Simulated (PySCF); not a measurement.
Assignment exercise: C$_{7}$H$_{11}$ClN$_{2}$

Structure with atom numbers: `[CH3:1][CH2:2][CH2:3][c:4]1[cH:5][c:6]([Cl:7])[n:8]([CH3:9])[n:10]1` (H(Xn): hydrogen on atom n).

Calculated, not measured (PySCF 2.14): geometry from PBE0-D3(BJ)/def2-SVP, shielding tensors at PBE0/pcSseg-1 (GIAO). A single conformation, no relativistic terms, no solvent, fast rotation and ring inversion assumed for equivalent nuclei.

Scale: TMS for 13C (σ = 184.41 ppm), 1H (σ = 31.27 ppm) (reference shieldings calculated alike).

Question: Assign these signals to the numbered atoms. 13C{1H} NMR (computed): δ 154.7, 135.1, 108.5, 37.2, 32.7, 26.6, 13.8.

Answer: 
| δ (ppm) | atoms | environment | reason |
| --- | --- | --- | --- |
| 154.7 | C4 | substituted aromatic carbon next to a ring nitrogen | – |
| 135.1 | C6 | aromatic carbon bearing chlorine | – |
| 108.5 | C5 | aromatic CH | – |
| 37.2 | C9 | methyl carbon bonded to N | pulled downfield by the heteroatom |
| 32.7 | C3 | sp3 CH2 on an aromatic ring | aliphatic region, no heteroatom directly attached |
| 26.6 | C2 | sp3 CH2 | aliphatic region, no heteroatom directly attached |
| 13.8 | C1 | methyl carbon | a saturated carbon with 1 carbon neighbour and no heteroatom attached |

Question: Assign these signals to the numbered atoms. 1H NMR (600 MHz, computed): δ 6.09 (s, 1H), 3.63 (s, 3H), 2.48 (t, 2H), 1.44 (m, 2H), 0.73 (t, 3H).

Answer: 
| δ (ppm) | atoms | environment | reason |
| --- | --- | --- | --- |
| 6.09 | H(C5) | hydrogen on an aromatic CH | it sits in the deshielding region of the aromatic ring current |
| 3.63 | H(C9) | hydrogen on a methyl carbon bonded to N | its carbon carries N, hence the downfield position |
| 2.48 | H(C3) | hydrogen on an sp3 CH2 on an aromatic ring | benzylic-type position, deshielded by the ring |
| 1.44 | H(C2) | hydrogen on an sp3 CH2 | – |
| 0.73 | H(C1) | hydrogen on a methyl carbon | far from electronegative atoms and π systems |

Carbons that carry Cl, above all several Cl atoms, come out too deshielded, partly because spin–orbit coupling is missing. Shifts are as computed. Against solution values, carbons near 30 ppm lie about +2 ppm off and those near 130 ppm about +5 ppm; carbons on Cl a further +5 ppm. Of 1211 compounds with measured shifts, 218 miss one by over three times the rms of a fit or turn the order of signals round; such compounds aren't used in these exercises. Multiplicities follow the n + 1 count of equivalent neighbours, as no J values were calculated; m marks all less simple cases, F and P coupling included.
